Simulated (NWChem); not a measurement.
# CH5NSi, singlet; SMILES C[Si]N

```xyz
8

Si    -0.6234    -0.1184     0.3707
C      0.4456     1.4440     0.0778
H     -0.0767     2.1155    -0.6265
H      1.4642     1.2633    -0.3047
H      0.5245     2.0110     1.0225
N      0.5182    -1.3155    -0.0987
H      1.4670    -1.1503    -0.4262
H      0.2959    -2.3055    -0.0731
```
Atoms are numbered in this order, from 1.

Computed with NWChem. Low-valent species are run as closed-shell singlets; no triplet was tried in these runs. The geometry was optimised at PBE0/def2-SVP. Level: PBE0/Sadlej pVTZ; rows give the wavelength of the field.

For field 1065 nm:

```yaml
isotropic polarisability (bohr³): 59.5
```

**Question.** How do the values read with field static instead?

**Answer.** 
| Property | Result |
|---|---|
| isotropic polarisability (bohr³) | 58.3 |
